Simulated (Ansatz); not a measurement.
Ansatz (a quantum-chemistry and plane-wave program) input:
A basis named .json is the Basis Set Exchange file of that set.

Ansatz 0.2 input:
```yaml
crystal:
  periodic: [false, false, false]
  atoms:
    - {symbol: C, position_ang: [-0.86789994, -0.83540611, 0.13118365]}
    - {symbol: C, position_ang: [-1.04687383, 0.55543129, -0.27866040]}
    - {symbol: C, position_ang: [0.22404459, 0.09262024, 0.43771837]}
    - {symbol: N, position_ang: [1.42397482, 0.01947012, -0.36106316]}
    - {symbol: H, position_ang: [-1.45285572, -1.50863066, 0.73745735]}
    - {symbol: H, position_ang: [-1.76317123, 1.18312905, 0.24351333]}
    - {symbol: H, position_ang: [-0.91103172, 0.80014926, -1.32757999]}
    - {symbol: H, position_ang: [0.32943741, 0.39401844, 1.48190095]}
    - {symbol: H, position_ang: [1.96526903, 0.87233073, -0.28343865]}
    - {symbol: H, position_ang: [2.00890372, -0.75316017, -0.06586051]}
basis:
  gaussian:
    orbitals: def2-QZVPP.json
hamiltonian:
  xc: {name: PBE0}
magnetization: {spin_polarized: true, initial_magnetization: 1}
```

Which total energy does the run end on?

-172.43588 Eh (PBE0/def2-QZVPP). The basis has 408 functions.

It need not be the lowest isomer of its formula.
